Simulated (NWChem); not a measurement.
System: CH₃ClSe; SMILES C[Se]Cl

Results from NWChem. Pople sets run with spherical d functions. Medium grid unless said otherwise, to which SCAN and Minnesota functionals are sensitive. Geometry: optimised at PBE0/def2-SVP.

### Question
Predict the results for MN15/6-31G*. Quantities: highest occupied level (eV); orbital gap (eV); dipole (D).

### Answer
The highest occupied level (eV) comes out as -7.22, the orbital gap (eV) is 5.83 and the dipole (D) is 2.60.
